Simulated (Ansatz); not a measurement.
Consider the ligand exchange at the Si–O bond: `N[SiH2]O[SiH2][SiH3]` + `N[Si](O)(F)F` → `N[SiH2]O[Si](N)(F)F` + `O[SiH2][SiH3]`.

Calculated with Ansatz (gas phase, PBE0-D4/def2-TZVP geometries, no zero-point term in ΔE). CCSD(T)/CBS is the MP2 limit (def2-TZVPP, def2-QZVPP) plus CCSD(T) − MP2 in def2-TZVPP, frozen cores. Functionals use def2-TZVPP. B3LYP here is the variant with VWN-RPA as its local correlation; programs differ in this. One conformer a species, not always the lowest.

`N[SiH2]O[SiH2][SiH3]`:

Cartesian coordinates in Å:
```
N 1.572 -0.065 1.208
Si 0.960 1.494 0.894
O -0.330 1.524 -0.120
Si -1.335 0.561 -0.981
Si -0.792 -1.714 -0.785
H 2.238 -0.529 0.616
H 1.216 -0.664 1.931
H 2.032 2.288 0.249
H 0.514 2.076 2.181
H -1.274 0.955 -2.415
H -2.732 0.770 -0.510
H 0.580 -2.003 -1.285
H -0.894 -2.190 0.622
H -1.755 -2.503 -1.606
```

`N[Si](O)(F)F`:

```xyz
8

N     0.497    0.397   -1.014
Si   -0.183    0.143    0.507
O    -0.338   -1.429    0.857
F     0.636    0.730    1.725
F    -1.567    0.913    0.505
H     1.372   -0.029   -1.273
H     0.341    1.261   -1.507
H    -0.758   -1.985    0.200
```

`N[SiH2]O[Si](N)(F)F`:

Z-matrix (Å, degrees):
```
Si
O 1 1.638
N 1 1.717 2 112.0
H 1 1.481 2 106.7 3 119.7
H 1 1.481 2 107.6 3 -119.1
Si 2 1.608 1 144.3 3 6.7
H 3 1.007 1 120.3 2 -109.7
H 3 1.007 1 120.7 2 103.4
N 6 1.676 2 109.7 1 -2.7
F 6 1.584 2 109.5 1 121.0
F 6 1.584 2 109.1 1 -126.7
H 9 1.003 6 125.7 2 -179.4
H 9 1.008 6 119.2 2 -3.3
```

`O[SiH2][SiH3]`:

```xyz
9

O    -0.679    0.125   -1.953
Si    0.372   -0.479   -0.827
Si    0.046    0.464    1.298
H    -1.617    0.018   -1.787
H     0.248   -1.962   -0.710
H     1.727   -0.159   -1.339
H     0.980   -0.155    2.278
H    -1.349    0.214    1.760
H     0.273    1.934    1.280
```

```
             level  ΔE (eV)
           ωB97M-V     0.04
               PBE     0.02
            r2SCAN     0.04
             B3LYP     0.01
    MP2/def2-TZVPP     0.05
SCS-MP2/def2-TZVPP     0.05
SCS-MP2/def2-QZVPP     0.04
     MP2/CBS(def2)     0.04
```

(1) What does CCSD(T)/CBS give? (Best estimate.)

Largest T1 diagnostic among the species: 0.012.

## Answers

(1) Computed: +0.03 eV. The listed levels differ from it by 0.01, -0.01, 0.01, -0.02, 0.02, 0.02, 0.01, 0.01 eV.
